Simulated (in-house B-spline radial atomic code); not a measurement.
Configurations of the europium ion Eu⁵⁺, with energies counted from [Kr] 4d10 4f5 5s2 5p5. All numbers are computed (scalar-relativistic (X2C) OLYP, spin-polarised, spherical fractional occupations; Fermi nucleus of rms radius 5.1115 fm) with a radial B-spline atomic code at the basis-set limit, not measured. Shells without spins written out take the highest spin.

Occupations are held fixed; configurations that lie above the ionisation limit could autoionise.

```csv
configuration,E - E(ref) (eV),highest orbital,its <r> (bohr)
"[Kr] 4d10 4f(0 up, 5 down) 5s2 5p(3 up, 2 down)",1.8889,4f down,0.7964
[Kr] 4d10 4f4 5s2 5p5 6s1,34.32,6s up,2.625
[Kr] 4d10 4f5 5s2 5p4 6s1,37.681,6s up,2.644
"[Kr] 4d10 4f(5 up, 0 down) 5s2 5p(3 up, 1 down) 5f(0 up, 1 down)",54.656,5f down,2.954
[Kr] 4d10 4f5 5s2 5p4 6d1,54.984,6d up,3.68
[Kr] 4d9 4f5 5s2 5p5 6s1,164.96,6s up,2.619
[Kr] 4d9 4f5 5s2 5p5 6p1,172.46,6p up,2.957
[Kr] 4d9 4f5 5s2 5p5 6d1,182.5,6d up,3.633
```

Q: Order these further configurations by energy, lowest first.
A. [Kr] 4d10 4f4 5s2 5p5 5f1
B. [Kr] 4d9 4f5 5s2 5p5 5d1
C. [Kr] 4d10 4f(0 up, 4 down) 5s2 5p(3 up, 2 down) 6f(1 up, 0 down)
D. [Kr] 4d9 4f6 5s2 5p5
E. [Kr] 4d10 4f6 5s2 5p4

A: E (8.2626 eV), A (50.592 eV), C (63.506 eV), D (128.86 eV), B (154.12 eV).

Q: How far above the reference does [Kr] 4d10 4f(4 up, 1 down) 5s2 5p(2 up, 3 down) lie?

A: 5.2455 eV; its least bound orbital is 4f down with <r> = 0.8141 bohr.

Q: How far above the reference does [Kr] 4d10 4f(0 up, 5 down) 5s2 5p(3 up, 1 down) 6s(1 up, 0 down) lie?

A: 42.121 eV; its least bound orbital is 6s up with <r> = 2.663 bohr.

Q: How far above the reference does [Kr] 4d(5 up, 4 down) 4f(0 up, 5 down) 5s2 5p(3 up, 2 down) 5f(0 up, 1 down) lie?

A: 188.69 eV; its least bound orbital is 5f down with <r> = 2.814 bohr.
